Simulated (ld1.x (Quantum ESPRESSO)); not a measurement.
**Nb (Z = 41): excitation energies, all-electron against TM semilocal**

```
Element                 : Nb
Generator               : ld1.x (Quantum ESPRESSO) 7.5
Type                    : norm-conserving Troullier–Martins (semilocal form)
Functional              : LDA (PZ)
Relativity              : scalar-relativistic
Frozen core             : [Kr]
Valence charge          : 5
Reference configuration : 4d4 5s1 5p0
Partial waves           : 5s (bound): rc 3.20 bohr; 4d (bound): rc 1.45 bohr; 5p (bound, empty): rc 3.65 bohr
Local potential         : the p channel
Core correction         : a·sin(br)/r model core inside 1.15 bohr
```

Energies are relative to the spin-unpolarised reference configuration 4d4 5s1 5p0; without spin polarisation the order of configurations can differ from experiment. Spin-polarised rows fill each open shell by Hund’s rule, majority spin first.

| valence configuration | charge | ΔE all-electron (eV) | error AE − PS (meV) |
| --- | --- | --- | --- |
| 4d4 5s0 5p0 | +1 | 6.916 | -14 |
| 4d3 5s0 5p0 | +2 | 21.192 | -57 |
| 4d2 5s0 5p0 | +3 | 46.126 | -434 |
| 4d3 5s1 5p0 | +1 | 7.210 | -39 |
| 4d5 5s0 5p0 | 0 | 1.323 | -37 |
| 4d4 5s1 5p0 (spin-polarised) | 0 | -2.609 | +42 |
| 4d4 5s0 5p0 (spin-polarised) | +1 | 4.795 | +12 |

(1) What are ΔE and the potential's error for 4d3 5s2 5p0?

(2) What are ΔE and the potential's error for 4d4 5s0 5p1?

Levels in the configuration 4d5 5s0 5p0:

```json
{"level": "4d", "all-electron (eV)": "-2.101", "pseudo (eV)": "-2.094"}
```

Answers

(1) ΔE = -0.561 eV all-electron; the error (AE − PS) is -60 meV.

(2) ΔE = 3.048 eV all-electron; the error (AE − PS) is -2.9 meV.
